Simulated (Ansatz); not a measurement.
Cl2GeH2S2, SMILES `[SH][Ge]([SH])([Cl])[Cl]`, 7 atoms. Total charge 0; spin multiplicity 1. Correlated methods include outer-core shells of Ge, which these sets cover unevenly. Scalar relativity is left out up to krypton. All runs use 4 threads of an Arm Neoverse V1 on a shared host. Correlated methods freeze the cores.

(1) How many basis functions does each run have, and how long does it take in Ansatz? RKS PBE0-D4/def2-SVP energy; RKS ωB97M-V/def2-QZVPP energy; RKS PBE-D4/def2-TZVPP energy and forces; RKS PBE0-D4/def2-TZVP relaxation (18 steps); RKS r2SCANh-D4/def2-TZVPP energy; RKS ωB97M-V/def2-SVP energy; RHF-CCSD(T)/def2-SVP energy; RHF-CCSD(T)/def2-TZVPP energy; RKS PBE0-D4/def2-QZVPP energy; RKS PBE0-D4/def2-TZVP frequencies; RKS revPBE-D4/def2-TZVPP energy; RHF-MP2/def2-QZVPP energy. (Best estimate.)

Answers

(1) The calculation gave: Other jobs shared the machine, so times are rough.

| level | job | functions | wall time | peak host memory (GiB) |
| --- | --- | --- | --- | --- |
| RKS PBE0-D4/def2-SVP | energy | 114 | 1.7 s | 0.46 |
| RKS revPBE-D4/def2-TZVPP | energy | 244 | 2.4 s | 0.41 |
| RKS PBE-D4/def2-TZVPP | energy and forces | 244 | 3 s | 0.41 |
| RHF-CCSD(T)/def2-SVP | energy | 114 | 6 s | 0.46 |
| RKS ωB97M-V/def2-SVP | energy | 114 | 6.5 s | 0.46 |
| RKS r2SCANh-D4/def2-TZVPP | energy | 244 | 8 s | 1.1 |
| RKS PBE0-D4/def2-QZVPP | energy | 429 | 14 s | 2.4 |
| RHF-MP2/def2-QZVPP | energy | 429 | 23 s | 2.4 |
| RKS ωB97M-V/def2-QZVPP | energy | 429 | 29 s | 2.6 |
| RKS PBE0-D4/def2-TZVP | relaxation (18 steps) | 208 | 96 s | 0.8 |
| RKS PBE0-D4/def2-TZVP | frequencies | 208 | 2.7 min | 0.8 |
| RHF-CCSD(T)/def2-TZVPP | energy | 244 | 3.5 min | 4.4 |
